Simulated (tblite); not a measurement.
Compound: C2H6GeO2S.
SMILES with atom numbers: `[CH3:1][S:2][GeH2:3][C:4](=[O:5])[OH:6]` (hydrogens: H7, H8, H9 on C1; H10, H11 on Ge3; H12 on O6)

Computed with GFN2-xTB (tblite), gas phase: nudged elastic band of 9 images (0 to 8), spring 0.2 eV/Å², climbing image at the end, force threshold 0.05 eV/Å. The top image wasn't refined or checked by frequencies; at this threshold it can lie a kcal/mol or more above the true saddle point of the method.

The band describes a rotation about Ge3–S2 (germanium bonded to C, S and 2 H, sulfur bonded to C and Ge), followed by the dihedral C4–Ge3–S2–C1, from the optimised start (59°) to a second optimised geometry at 179°.

Problem. Give the energy profile along the converged band.

Solution. 
| image | dihedral (°) | E (kcal/mol) | Ge3–S2 (Å) | C4···C1 (Å) | largest true force (eV/Å) |
| --- | --- | --- | --- | --- | --- |
| 0 | 59 | 0.00 | 2.209 | 3.70 | 0.01 |
| 1 | 75 | 0.20 | 2.212 | 3.95 | 0.04 |
| 2 | 89 | 0.65 | 2.215 | 4.17 | 0.04 |
| 3 | 104 | 1.11 | 2.219 | 4.37 | 0.03 |
| 4 | 120 | 1.30 | 2.221 | 4.56 | 0.04 |
| 5 | 135 | 1.12 | 2.220 | 4.70 | 0.04 |
| 6 | 150 | 0.73 | 2.217 | 4.80 | 0.04 |
| 7 | 165 | 0.38 | 2.215 | 4.86 | 0.04 |
| 8 | 179 | 0.19 | 2.212 | 4.85 | 0.01 |

Barriers of this band. The top is image 4 at 120°: 1.30 kcal/mol forward and 1.11 kcal/mol back; the end lies 0.19 kcal/mol above the start. The central bond is 0.012 Å longer at the top than at the start.

Problem. What rate follows at 200 K for crossing this barrier forward?

Solution. Taking the electronic barrier for the free energy of activation (no zero-point or entropy terms, transmission 1), rate = (kT/h)·exp(−ΔE/kT) ≈ 2 × 10^11 s⁻¹, whose inverse is 6 × 10^-12 s. An error of 1 kcal/mol in the barrier changes this by a factor of 12, and the method and the loose band can each miss by that much or more. The barrier is only 3.3 kT, where transition-state theory is rough.

Problem. How would the two end points share their population at 200 K, from these energies alone?

Solution. exp(−ΔE/kT) with ΔE = 0.008 eV gives 0.63 for the higher one (end) against 1 for the lower, without vibrational, rotational or degeneracy terms. GFN2-xTB can put conformers this close in the wrong order.

Problem. How long is the path, and how are the images spaced?

Solution. Cartesian distances between aligned neighbours (all atoms, Å): 0.71, 0.67, 0.66, 0.66, 0.65, 0.63, 0.61, 0.60; the sum is 5.19 Å, and the top lies 52 % of the way along.

What follows is the cost of the whole band run. Hardware: AMD EPYC 7R43, one thread, shared host with 256 logical CPUs at a one-minute load of 81. Cost: 3.2 s of wall time, 0.19 GiB resident at most.
